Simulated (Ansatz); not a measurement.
In2As3⁺. Total charge 1; triplet. Geometry r2SCAN-D4/def2-SVP, that of the neutral doublet; atoms count from 1.

Cartesian coordinates in Å:
```
In 0.695 2.129 -1.313
In -1.339 -2.142 0.602
As -1.042 0.699 0.453
As 1.119 0.022 1.237
As 0.567 -0.709 -0.978
```

In the def2 sets In takes a core potential; there is no spin–orbit coupling. At PBE0-D4/def2-TZVP a singlet of charge 1 lies 0.58 eV below the triplet at the same geometry. The structure comes from a short search, and lower isomers may exist.

(1) Estimate the Mulliken populations from the PBE0/def2-TZVP orbitals of Ansatz.

(2) Where does the spin sit?

(3) And the Mayer bond orders between heavy atoms (over 0.3)?

## Answers

(1) 
```json
{"atom": "In1", "charge (e)": "0.58", "spin (α − β)": "0.22"}
{"atom": "In2", "charge (e)": "0.58", "spin (α − β)": "0.22"}
{"atom": "As3", "charge (e)": "-0.09", "spin (α − β)": "0.53"}
{"atom": "As4", "charge (e)": "0.03", "spin (α − β)": "0.50"}
{"atom": "As5", "charge (e)": "-0.09", "spin (α − β)": "0.53"}
```
Mulliken values depend strongly on the basis.

(2) Summed by element: In 0.44, As 1.56, of 2 unpaired in all. Largest on single atoms: As3 0.53, As5 0.53, As4 0.50.

(3) In1–As3 0.33 (2.86 Å); In1–As5 0.33 (2.86 Å); In2–As3 0.33 (2.86 Å); In2–As5 0.33 (2.86 Å); As3–As4 1.14 (2.40 Å); As3–As5 1.04 (2.57 Å); As4–As5 1.14 (2.40 Å).
